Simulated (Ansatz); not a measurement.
`ClBBr` → `Cl[B]Br`• + H• at 600 K and 1 bar (homolysis of the B–H bond).

Program: Ansatz. Geometries: PBE0-D4/def2-TZVP. ΔE: electronic, gas phase. CBS: MP2 limit from def2 TZ/QZ plus the TZ coupled-cluster correction, frozen cores. This one scheme is used for every species, atoms too. No spin–orbit coupling; open shells (•) take unrestricted orbitals. Bonds to Br are less sure, by a few kJ/mol each and by 10 to 20 or more in all where they break to atoms, as the def2 sets lack core-valence functions. Scalar relativity is left out up to krypton.

```
   species  CCSD(T)/CBS energy (Eh)  H − E (kJ/mol)  S (J/(mol·K))
   `ClBBr`              -3058.55678            67.7          326.4
`Cl[B]Br`•              -3057.88194            38.0          322.9
        H•                 -0.50000            12.5          129.3
```

H − E and S are ideal-gas, rigid-rotor, harmonic terms from PBE0-D4/def2-TZVP, with the whole ground term of open shells counted as degenerate. 1 Eh = 2625.50 kJ/mol, R = 8.31446 J/(mol·K).

By hand: ΔE, ΔH, ΔS and ΔG.

ΔE = (-3057.88194) + (-0.50000) − (-3058.55678) = 0.17484 Eh = 459.0 kJ/mol. Δ(H − E) = 38.0 + 12.5 − 67.7 = -17.2, so ΔH = 441.8 kJ/mol. ΔS = 322.9 + 129.3 − 326.4 = 125.8 J/(mol·K). ΔG = 441.8 − 600 × (125.8)/1000 = 366.3 kJ/mol.

By hand: the equilibrium constant, and the temperature at which ΔG would vanish if ΔH and ΔS stayed fixed.

log₁₀ K = −ΔG/(RT ln 10) = -31.9. ΔG = 0 at ΔH/ΔS = 3512 K, far beyond where these terms or the molecules hold.

The number of gas molecules changes by +1, which sets the sign of ΔS. A doubt of 5 kJ/mol in ΔE shifts log₁₀ K by 0.4 here. These are equilibria of isolated gas molecules and say nothing of rates. Largest T1 diagnostic: 0.013 (customary marks: 0.02 for closed shells, 0.045 for open ones).
